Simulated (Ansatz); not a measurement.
Molecule: MoO (charge 0, triplet). The spin state was set by rule; other spins were not relaxed. 
Geometry from a B3LYP-D3(BJ)/def2-TZVP (Ansatz, a quantum-chemistry and plane-wave program) optimisation:
```xyz
2

Mo     0.0000     0.0000    -0.2626
O      0.0000     0.0000     1.3786
```
Charge 0, spin multiplicity 3.

Basis-set convergence of Hartree-Fock and MP2 correlation energies (hartree) with Ansatz. Cores are frozen in the correlated levels unless marked. UHF or UKS for open shells. No spin-orbit coupling. Frozen are the shells of the preceding noble gas and the d and f shells that filled before the atom's block. In def2 rows, elements after Kr have scalar-relativistic effective core potentials. The program attaches cautions to a run behind MP2/def2-TZVPP: other amplitudes. The program attaches cautions to a run behind MP2/def2-QZVPP: other amplitudes.

The UHF reference is spin-contaminated (<S^2> 0.93 over the pure value in the largest basis). The T1 diagnostic of CCSD in the largest basis is 0.082, which is high, so the coupled-cluster rows are less sure than usual.

| basis | functions | E(HF) | E(corr, MP2) |
|---|---|---|---|
| def2-TZVPP | 87 | -142.37696 | -0.40428 |
| def2-QZVPP | 138 | -142.38286 | -0.42891 |

Extrapolating the two largest sets (X = 3 and 4) as X^-3: E(corr) = (64·(-0.42891) - 27·(-0.40428))/37 = -0.4469 Eh, an estimate of the basis-set limit. The largest set recovers 96.0 % of it, the smallest 90.5 %.
